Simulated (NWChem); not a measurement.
The numbers come from NWChem runs, not from measurements. System: C₂H₄NO, charge 0, spin multiplicity 2, at a geometry optimised with UPBE0/def2-SVP. The structure started from a generated list of species. Its SCF solution wasn't tested for a lower state. Level: ROCCSDT/STO-3G, 4 core orbitals frozen.

Part of the output:

```
             Northwest Computational Chemistry Package (NWChem) 7.3.0
             --------------------------------------------------------

                                NWChem Input Module
                                -------------------

 Scaling coordinates for geometry "geometry" by  1.889725989
 (inverse scale =  0.529177249)

                             Geometry "geometry" -> ""
                             -------------------------

 Output coordinates in angstroms (scale by  1.889725989 to convert to a.u.)

  No.       Tag          Charge          X              Y              Z
 ---- ---------------- ---------- -------------- -------------- --------------
    1 C                    6.0000    -1.44198000    -0.27849800     0.05432800
    2 N                    7.0000    -0.27993900    -0.33005300    -0.76278400
    3 C                    6.0000     0.92849200    -0.05454900    -0.17756200
    4 O                    8.0000     1.07176900     0.71627000     0.75190000
    5 H                    1.0000    -2.22996700     0.30679600    -0.44720100
    6 H                    1.0000    -1.84500900    -1.30714100     0.13730400
    7 H                    1.0000    -1.24855600     0.11188400     1.06803700
    8 H                    1.0000     1.78988900    -0.53304800    -0.69445200

 Effective nuclear repulsion energy (a.u.)     113.1197431484

            Nuclear Dipole moment (a.u.)
            ----------------------------
        X                 Y               Z
 ---------------- ---------------- ----------------
     0.0000151178    -0.0000037795    -0.0000075589


 Summary of "ao basis" -> "" (spherical)
 ------------------------------------------------------------------------------
       Tag                 Description            Shells   Functions and Types
 ---------------- ------------------------------  ------  ---------------------
 *                           sto-3g                   on all atoms

 Summary of "ao basis" -> "ao basis" (spherical)
 ------------------------------------------------------------------------------
       Tag                 Description            Shells   Functions and Types
 ---------------- ------------------------------  ------  ---------------------
 C                           sto-3g                  3        5   2s1p
 N                           sto-3g                  3        5   2s1p
 O                           sto-3g                  3        5   2s1p
 H                           sto-3g                  1        1   1s

                                 NWChem SCF Module
                                 -----------------

  ao basis        = "ao basis"
  functions       =    24
  atoms           =     8
  closed shells   =    15
  open shells     =     1
  charge          =   0.00
  wavefunction    = ROHF
  use symmetry    = F
  symmetry adapt  = F

 Summary of "ao basis" -> "ao basis" (spherical)
 ------------------------------------------------------------------------------
       Tag                 Description            Shells   Functions and Types
 ---------------- ------------------------------  ------  ---------------------
 C                           sto-3g                  3        5   2s1p
 N                           sto-3g                  3        5   2s1p
 O                           sto-3g                  3        5   2s1p
 H                           sto-3g                  1        1   1s

 Forming initial guess at       0.0s

 Swapping ROHF orbitals    15   16

 Starting SCF solution at       0.0s

 ----------------------------------------------
         Quadratically convergent ROHF

 Convergence threshold     :          1.000E-07
 Maximum no. of iterations :          100
 Final Fock-matrix accuracy:          1.000E-09
 ----------------------------------------------

              iter       energy          gnorm     gmax       time
             ----- ------------------- --------- --------- --------
                 1     -204.5771284347  5.36D-01  1.78D-01      0.1
                 2     -204.6169971579  2.61D-01  8.99D-02      0.1
                 3     -204.6350127196  1.73D-01  5.39D-02      0.1
                 4     -204.6401076471  1.23D-02  5.84D-03      0.1
[...]
         -39.705349100137         -43.746869005164         287.750115080274

  Mulliken analysis of the total density
  --------------------------------------

    Atom       Charge   Shell Charges
 -----------   ------   -------------------------------------------------------
    1 C    6     6.11   1.99  1.17  2.94
    2 N    7     7.20   2.00  1.67  3.53
    3 C    6     5.80   1.99  1.09  2.72
    4 O    8     8.21   2.00  1.87  4.34
    5 H    1     0.92   0.92
    6 H    1     0.92   0.92
    7 H    1     0.92   0.92
    8 H    1     0.93   0.93

 Mulliken analysis of the open-shell density
 -------------------------------------------

    Atom       Charge   Shell Charges
 -----------   ------   -------------------------------------------------------
    1 C    6     0.00   0.00  0.00  0.00
    2 N    7     0.88   0.00  0.00  0.88
    3 C    6     0.00   0.00  0.00  0.00
    4 O    8     0.08   0.00  0.00  0.08
    5 H    1     0.01   0.01
    6 H    1     0.02   0.02
    7 H    1     0.00   0.00
    8 H    1     0.00   0.00

       Multipole analysis of the density wrt the origin
       ------------------------------------------------

     L   x y z        total         open         nuclear
     -   - - -        -----         ----         -------
     0   0 0 0      0.000000     -1.000000     31.000000

     1   1 0 0     -0.246667      0.422029      0.000015
     1   0 1 0     -0.352523      0.548915     -0.000004
     1   0 0 1      0.077813      1.156984     -0.000008

     2   2 0 0    -15.142445     -1.601079    144.720593
     2   1 1 0     -0.823048     -0.632514     34.023544
     2   1 0 1     -1.473394     -0.854653     16.604833
     2   0 2 0    -16.341840     -1.784802     26.602667
     2   0 1 1     -1.319613     -0.914433     22.180424
     2   0 0 2    -18.316632     -2.436774     38.011806

                   NWChem Extensible Many-Electron Theory Module
                   ---------------------------------------------


            General Information
            -------------------
      Number of processors :     1
         Wavefunction type : Restricted open-shell Hartree-Fock
          No. of electrons :    31
           Alpha electrons :    16
            Beta electrons :    15
           No. of orbitals :    48
            Alpha orbitals :    24
             Beta orbitals :    24
        Alpha frozen cores :     4
         Beta frozen cores :     4
     Alpha frozen virtuals :     0
      Beta frozen virtuals :     0
         Spin multiplicity : doublet
    Number of AO functions :    24
       Number of AO shells :    16
        Use of symmetry is : off
      Symmetry adaption is : off
         Schwarz screening : 0.10D-09

          Correlation Information
          -----------------------
          Calculation type : Coupled-cluster singles, doubles, & triples
   Perturbative correction : none
            Max iterations :      100
        Residual threshold : 0.10D-05
     T(0) DIIS level shift : 0.00D+00
     L(0) DIIS level shift : 0.00D+00
     T(1) DIIS level shift : 0.00D+00
     L(1) DIIS level shift : 0.00D+00
     T(R) DIIS level shift : 0.00D+00
     T(I) DIIS level shift : 0.00D+00
   CC-T/L Amplitude update :  5-th order DIIS
                I/O scheme : Global Array Library
        L-threshold :  0.10D-05
        EOM-threshold :  0.10D-05
 no EOMCCSD initial starts read in
 TCE RESTART OPTIONS
 SLICE:      F
 D4D5:       F
 quantumc:   F
 qrotation:  F
 pwtce:      F
 qducc:      F
 nacto:                         0
 nrotv:                         0
 nrot:                          0

            Memory Information
            ------------------
          Available GA space size is     249035648 doubles
          Available MA space size is     104855948 doubles

 Maximum block size supplied by input
 Maximum block size        24 doubles

 tile_dim =     11

 -------------------------------------------------

 Global array virtual files algorithm will be used

 Parallel file system coherency ......... OK

 4-electron integrals stored in orbital form

 v2    file size   =            56258
 4-index algorithm nr.  13 is used
 imaxsize =       30
 imaxsize ichop =        0
 IN MAPPING 1 for UCC(4),CCSDT,CCSDTQ


 CCSDT iterations
 --------------------------------------------------------
 Iter          Residuum       Correlation     Cpu    Wall
 --------------------------------------------------------
    1   0.2599292284435  -0.1986798068978     2.4     2.4
    2   0.0840158273245  -0.2266585589900     2.3     2.3
    3   0.0715314330468  -0.2460513794155     2.4     2.4
    4   0.0448166917063  -0.2477459383310     2.3     2.3
    5   0.0484814464562  -0.2527196538491     2.3     2.3
    6   0.0113637386709  -0.2537193199930     2.2     2.2
    7   0.0080538408759  -0.2538358730511     2.2     2.2
    8   0.0081511789577  -0.2540217023717     2.3     2.3
    9   0.0067230225585  -0.2541864386760     2.4     2.4
   10   0.0095308829321  -0.2543019317811     2.4     2.4
   11   0.0019172991810  -0.2546187140463     2.4     2.4
   12   0.0013455447338  -0.2545833243056     2.3     2.3
   13   0.0014374034280  -0.2546187466850     2.4     2.4
   14   0.0009717881292  -0.2546054709204     2.3     2.3
   15   0.0012859455958  -0.2546256589501     2.2     2.2
   16   0.0007447858835  -0.2546452186265     2.2     2.2
   17   0.0004872140105  -0.2546439357568     2.3     2.3
   18   0.0006253620568  -0.2546483189498     2.6     2.6
   19   0.0004470481453  -0.2546529758108     2.4     2.4
   20   0.0006348380662  -0.2546542545751     2.5     2.5
   21   0.0002657850620  -0.2546765249926     2.7     2.7
   22   0.0001702699315  -0.2546658967844     2.9     2.9
   23   0.0002003519861  -0.2546679846404     2.6     2.6
   24   0.0001393756613  -0.2546647608968     2.5     2.5
   25   0.0001894682340  -0.2546668802044     2.6     2.6
   26   0.0001165259409  -0.2546663976325     2.7     2.7
   27   0.0000774505307  -0.2546667793811     2.6     2.6
   28   0.0000958965859  -0.2546675165565     2.4     2.4
   29   0.0000677420845  -0.2546685078841     2.4     2.4
   30   0.0000956861360  -0.2546686640618     2.4     2.4
   31   0.0000412446108  -0.2546728651346     2.3     2.3
   32   0.0000267280886  -0.2546711522888     2.6     2.6
   33   0.0000313358925  -0.2546712472838     2.8     2.8
   34   0.0000219142814  -0.2546707343860     3.7     3.7
   35   0.0000299506417  -0.2546709773469     3.1     3.1
   36   0.0000178516070  -0.2546709080703     3.2     3.2
   37   0.0000118849713  -0.2546709444063     3.6     3.6
   38   0.0000144831868  -0.2546710249656     3.6     3.6
   39   0.0000102079511  -0.2546711947440     3.5     3.5
   40   0.0000143746250  -0.2546711955603     2.8     2.8
   41   0.0000061046673  -0.2546718408189     2.7     2.7
   42   0.0000039738410  -0.2546716101375     2.6     2.6
   43   0.0000045809919  -0.2546716054318     2.5     2.5
   44   0.0000032052965  -0.2546715362751     2.4     2.4
   45   0.0000043881163  -0.2546715628968     2.5     2.5
   46   0.0000024917353  -0.2546715762324     2.4     2.4
   47   0.0000016552102  -0.2546715744098     2.2     2.2
   48   0.0000019790183  -0.2546715777012     2.3     2.3
   49   0.0000013859509  -0.2546716025109     2.3     2.3
   50   0.0000019479110  -0.2546715980127     2.6     2.6
   51   0.0000008193013  -0.2546716753872     2.6     2.6
 --------------------------------------------------------
 Iterations converged
 CCSDT correlation energy / hartree =        -0.254671675387182
 CCSDT total energy / hartree       =      -204.895067984258986

 Singles contributions

 Doubles contributions
    17a   (alpha)    17a   (beta ) ---    13a   (alpha)    13a   (beta )       -0.1243921163

 Task  times  cpu:      134.5s     wall:      134.5s

 Total times  cpu:      134.6s     wall:      134.6s
```

Q: Write an NWChem input that would produce this output.

A: Several could match; the one computed here: 
```
start mol
memory heap 100 mb stack 700 mb global 1900 mb
geometry units angstroms nocenter noautoz noautosym
  C     -1.441980    -0.278498     0.054328
  N     -0.279939    -0.330053    -0.762784
  C      0.928492    -0.054549    -0.177562
  O      1.071769     0.716270     0.751900
  H     -2.229967     0.306796    -0.447201
  H     -1.845009    -1.307141     0.137304
  H     -1.248556     0.111884     1.068037
  H      1.789889    -0.533048    -0.694452
end
basis spherical
  * library sto-3g
end
scf
  rohf
  nopen 1
  maxiter 100
  thresh 1e-7
  semidirect memsize 60000000 filesize 0
  # guess.movecs holds the orbitals of an unrestricted PBE0 run
  vectors input guess.movecs swap 15 16 output mol.movecs
end
tce
  freeze core 4
  ccsdt
  2eorb
  2emet 13
  thresh 1e-6
  maxiter 100
  tilesize 24
end
task tce energy
```
